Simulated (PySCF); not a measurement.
Al(H)(NCO)(OMe) (C2H4AlNO2), SMILES [O]([AlH][N]=C=O)C. Atoms are numbered in the order given.

```xyz
10

Al    -1.0709     0.6030     0.0000
H     -2.6332     0.7963     0.0000
N     -0.3129    -1.0182     0.0000
C      0.1908    -2.1221     0.0000
O      0.6815    -3.1981     0.0000
O     -0.0804     1.9881     0.0000
C      1.2906     2.2892     0.0000
H      1.5551     2.8940    -0.8962
H      1.9377     1.3815     0.0000
H      1.5551     2.8940     0.8962
```
Charge 0, spin multiplicity 1.

Coordinates come from a PBE-D3(BJ)/def2-SVP optimisation. The structure was generated by enumeration; whether it is a known compound was not checked. Other conformers were not sampled.

Calculation: r2SCAN/def2-TZVP in PySCF.

Atomic charges (e):

| atom | Löwdin | meta-Löwdin |
|---|---|---|
| Al1 | 0.18 | 0.95 |
| H2 | -0.10 | -0.14 |
| N3 | 0.05 | -0.52 |
| C4 | -0.33 | 0.48 |
| O5 | 0.17 | -0.35 |
| O6 | 0.06 | -0.62 |
| C7 | -0.36 | -0.10 |
| H8 | 0.11 | 0.11 |
| H9 | 0.10 | 0.09 |
| H10 | 0.11 | 0.11 |
